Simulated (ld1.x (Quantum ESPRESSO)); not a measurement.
# Logarithmic derivatives: sulfur, RRKJ

S (Z = 16), norm-conserving RRKJ (Kleinman–Bylander form), made with ld1.x (Quantum ESPRESSO) 7.5 (PW91, non-relativistic). Core [Ne], reference 3s2 3p2.5 (charge +1.5). Waves: 3s (bound): rc 1.20 bohr; 3p (bound): rc 1.00 bohr. Local part: all-electron potential smoothed inside 1.00 bohr (lloc = -1). Core correction: none. rho0 = 0.01.

The phase is arctan(r·u′/u) with u = r·R(r), unwrapped; energies in Ry, scanned from -4 to 5 Ry. A pole is an energy at which the radial function vanishes at the test radius. The pseudo phase is shifted by a multiple of π to meet the all-electron one at the reference energy, and phase errors are pseudo minus all-electron; the curves can meet again beyond the range given. Levels narrower than the energy grid can be missing from the lists of poles.

```json
{"channel": "s", "radius (bohr)": "1.29", "reference energy (Ry)": "-2.45", "poles, all-electron": "none", "poles, pseudo": "-0.74", "unbroken range about the reference energy with phases within 0.05 rad": "below -1.6", "phase error 1 Ry above the reference energy (rad)": "-0.074"}
{"channel": "p", "radius (bohr)": "1.29", "reference energy (Ry)": "-1.64", "poles, all-electron": "none", "poles, pseudo": "4.25", "unbroken range about the reference energy with phases within 0.05 rad": "below -0.1", "phase error 1 Ry above the reference energy (rad)": "-0.019"}
```

Phases in the p channel:

```csv
E (Ry),all-electron,pseudo
-4.00,1.021,1.009
-3.76,0.994,0.982
-3.52,0.963,0.953
-3.28,0.929,0.920
-3.04,0.891,0.883
-2.80,0.847,0.841
-2.56,0.797,0.792
-2.32,0.739,0.736
-2.08,0.673,0.671
-1.84,0.596,0.596
-1.60,0.508,0.508
-1.36,0.407,0.406
-1.12,0.291,0.287
-0.88,0.163,0.153
-0.64,0.024,0.005
-0.40,-0.122,-0.152
-0.16,-0.268,-0.313
0.08,-0.409,-0.468
0.32,-0.540,-0.612
0.56,-0.658,-0.742
0.80,-0.763,-0.856
1.04,-0.854,-0.955
1.28,-0.934,-1.041
1.52,-1.002,-1.115
1.76,-1.062,-1.179
2.00,-1.114,-1.235
2.24,-1.159,-1.285
2.48,-1.199,-1.330
2.72,-1.234,-1.370
2.96,-1.266,-1.407
3.20,-1.294,-1.441
3.44,-1.320,-1.473
3.68,-1.343,-1.503
3.92,-1.364,-1.532
4.16,-1.383,-1.560
4.40,-1.401,-1.588
4.64,-1.417,-1.615
4.88,-1.432,-1.643
```
